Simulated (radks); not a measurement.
Re19+, configuration [Kr] 4d10 4f10. All-electron calculation, scalar-relativistic Kohn-Sham, BLYP, spin-polarised, spherical densities, finite nucleus; open shells are filled with parallel spins first (spin-orbit coupling, left out, can overturn this in heavy ions); Fermi nuclear charge, rms radius 5.3698 fm. Program: a radial shooting solver on a logarithmic mesh with Libxc functionals.

Normalised radial functions P(r) = r R(r), r in bohr:

```
   r/bohr * 5s up (the largest magnitude, 1.32, reaches the edge; | marks zero)
 0.002501                             |  *
 0.003256                             |   *
  0.00424                             |   *
 0.005521                             |    *
  0.00719                             |    *
 0.009362                             |    *
  0.01209                             |   *
  0.01575                             |  *
   0.0205                             *
   0.0267                          *  |
  0.03477                       *     |
  0.04527                     *       |
  0.05895                      *      |
  0.07676                          *  |
  0.09995                             |   *
   0.1301                             |         *
   0.1695                             |         *
   0.2207                             *
   0.2873                 *           |
   0.3741              *              |
   0.4872                          *  |
   0.6344                             |                *
    0.826                             |                          *
    1.076                             |                    *
    1.401                             |        *
    1.824                             | *
    2.375                             *
```

5s up (empty): eigenvalue -470.94 eV, 4 radial nodes at r = 0.0214, 0.0854, 0.221, 0.505 bohr, <r> = 0.872 bohr, 90 % of the charge inside 1.22 bohr.
